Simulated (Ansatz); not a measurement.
Species: C₄H₂, SMILES `C#CC#C` (charge 0, multiplicity 1).

Q: Give a relaxed geometry from B3LYP-D3(BJ)/def2-TZVP (Ansatz, a quantum-chemistry and plane-wave program).

A: the end point of this relaxation (outside a Z-matrix the atoms follow the SMILES, hydrogens last).
Cartesian coordinates (Å) in one orientation:
```xyz
6

C      1.847    -0.383    -0.349
C      0.667    -0.139    -0.371
C     -0.667     0.139    -0.395
C     -1.847     0.383    -0.417
H      2.887    -0.599    -0.330
H     -2.887     0.599    -0.436
```
